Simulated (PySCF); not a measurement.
A calculated (UHF, PySCF 2.14, cc-pVTZ, no relativity, point nucleus) atom or ion has these occupied shells.

| shell | electrons | orbital energy (eV) | rms radius, mean of both spins (bohr) |
| --- | --- | --- | --- |
| 1s α | 1 | -7705.0 | 0.0659 |
| 1s β | 1 | -7705.0 | 0.0659 |
| 2s α | 1 | -951.26 | 0.279 |
| 2s β | 1 | -949.50 | 0.279 |
| 2p α | 3 | -822.21 | 0.250 |
| 2p β | 3 | -820.49 | 0.250 |
| 3s α | 1 | -127.58 | 0.847 |
| 3s β | 1 | -122.65 | 0.847 |
| 3p α | 3 | -87.353 | 0.904 |
| 3p β | 3 | -81.396 | 0.904 |
| 3d α | 5 | -20.987 | 1.26 |
| 3d β | 3 | -18.532 | 1.26 |

(1) Name the element and its charge.

Results:

(1) Co⁺ (cobalt, charge +1), in [Ar] 3d8, high-spin 3F determinant.
